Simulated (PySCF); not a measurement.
**Stationary points of HCu(OH)**

Method: PBE0/[Cu def2-TZVP, H def2-TZVP, O def2-TZVP], no relativity, density fitting, PySCF.

Relaxations began from a few typed shapes; open shells are unrestricted. The search is not exhaustive: other isomers or separated fragments can lie lower, and high-lying points may rest on an excited occupation.

Question: Order these stationary points by electronic energy, lowest first, in kJ/mol from the lowest minimum.
A. doublet Cs: Cu–H 1.500 Å, Cu–O 1.768 Å, O–H 0.957 Å; Cu–O–H 123.1°, H–Cu–O 172.1°
B. doublet C1: Cu–H 1.495 Å, Cu–O 1.769 Å, O–H 0.962 Å; Cu–O–H 115.7°, H–Cu–O 139.3°

Answer: B (0.0), A (8.1).

Question: Which of them are minima?

Answer: By energy in kJ/mol, 0.0: minimum; 8.1: saddle point, 1 imaginary mode.

For the lowest minimum: with open d or f shells other occupations or spin states may lie lower.
